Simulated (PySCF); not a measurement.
The calculation used delta-SCF UKS SCAN, pcX-2 on the ionised atom, pcseg-1 elsewhere, spin-free X2C in PySCF 2.14.0. Geometries: PBE0-D3(BJ)/def2-SVP; isolated species, one conformer each. Values against the vacuum level.

Question: Rank by computed C 1s binding energy, lowest first.
A. C6 in `[CH3:1][O:2][SiH:3]([O:4][CH3:5])[C:6]([Cl:7])([Cl:8])[Cl:9]`
B. C3 in `[CH2:1]=[CH:2][CH:3]([F:4])[F:5]`
C. C3 in `[F:1][C@@H:2]1[CH2:3][C@H:4]1[F:5]`
D. C1 in `[CH2:1]=[N:2][SiH2:3][C:4]#[N:5]`
E. C3 in `[F:1]/[CH:2]=[CH:3]\[CH2:4][F:5]`

Answer: E (291.08 eV), C (291.43 eV), D (292.90 eV), A (294.51 eV), B (295.84 eV).

The highest is bonded to 2 F, C and H, the lowest to C (double bond), C and H; the range is 4.76 eV.
